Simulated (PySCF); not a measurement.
SiHCl₃, SMILES Cl[SiH](Cl)Cl.

Geometry: B3LYP-D3(BJ)/def2-SVP. The isomer is the one that the SMILES or the coordinates give; other isomers of the formula were not compared.

The numbers are results of B3LYP-D3(BJ)/def2-SVP (PySCF 2.14.0), not measurements.

Frequencies are harmonic and unscaled.

Modes within 1.5 cm⁻¹ of each other (mostly degenerate sets) share a row, with their intensities summed.

```tsv
mode	ν (cm⁻¹)	IR (km/mol)	Raman (Å⁴/amu)	depolarisation	moving atoms (share of kinetic energy)
1–2	171	4.7	6.5	0.75	Cl 89 %, Si 10 %
3	245	9.6	4.2	0.55	Cl 62 %, Si 37 %
4	489	31.1	12.0	0.00	Cl 59 %, Si 39 %
5–6	599	253.1	9.0	0.75	Si 57 %, Cl 37 %
7–8	813	310.2	20.7	0.75	H 91 %, Si 8 %
9	2309	72.6	144.7	0.19	H 97 %
```
